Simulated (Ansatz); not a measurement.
Basis-set extrapolation for C₂H₅NOSi (`OC1=NC[SiH2]1`) (PBE0-D4/def2-TZVP geometry, frozen core, the Gaussian-basis code of Ansatz). Multiplicity 1, RHF reference.

|  | def2-TZVPP | def2-QZVPP |
| --- | --- | --- |
| HF | -496.942061 | -496.960559 |
| MP2 correlation | -0.877147 | -0.939953 |
| CCSD(T) correlation | -0.947368 | not run |

Energies in hartree. Use E(X) = E(∞) + A·exp(−7.88·√X) for Hartree–Fock and E(X) = E(∞) + B·X^(−2.97) for correlation, with X = 3 and 4, and add CCSD(T) minus MP2 of the smaller set to the MP2 limit.

**Question.** What is the CCSD(T) energy at the basis-set limit?

**Answer.** HF limit: -496.960559 + (-0.018498) × 0.13774 = -496.96311. MP2 limit: -0.939953 + (-0.062806) × 0.74074 = -0.98648. Higher-order term: -0.947368 − (-0.877147) = -0.07022. Total: -498.01981 hartree, 81.8 kcal/mol below CCSD(T)/def2-TZVPP.
